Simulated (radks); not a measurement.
The molybdenum ion Mo28+, configuration [Ne] 3s2 3p2 (the NIST ground configuration). Method: non-relativistic Kohn-Sham, PBE, spin-polarised, spherical densities, point nucleus; open shells are filled with parallel spins first (spin-orbit coupling, left out, can overturn this in heavy ions); relativity is left out, which matters for an element this heavy; computed with a radial shooting solver on a logarithmic mesh with Libxc functionals. Some entries of the table are withheld. Estimate them.

orbital  occ.  eigenvalue (eV)  <r> (bohr)  <r^2> (bohr^2)
1s up       1        -20731.72     0.03630        0.001763
1s down     1        -20728.39     0.03629        0.001762
2s up       1        -4028.770      0.1564         0.02868
2s down     1        -4026.031      0.1563         0.02863
2p up       3        -3832.979      0.1339         0.02174
2p down     3        -3829.177      0.1338         0.02172
3s up       1        -1550.645      0.3824          0.1660
3s down     1        -1537.292      0.3832          0.1668
3p up       2        -1481.617      0.3670          0.1550
3p down     0        -1468.275      0.3677          0.1556
3d up       0              (1)      0.3239          0.1209
3d down     0              (2)      0.3233          0.1207
4s up       0        -808.7996      0.7170          0.5774
4s down     0        -804.0523      0.7192          0.5810
4p up       0        -779.9301      0.7093          0.5693
4p down     0        -775.2920      0.7116          0.5730

Answer. 
(1) 3d up eigenvalue (eV): -1375.666
(2) 3d down eigenvalue (eV): -1364.675
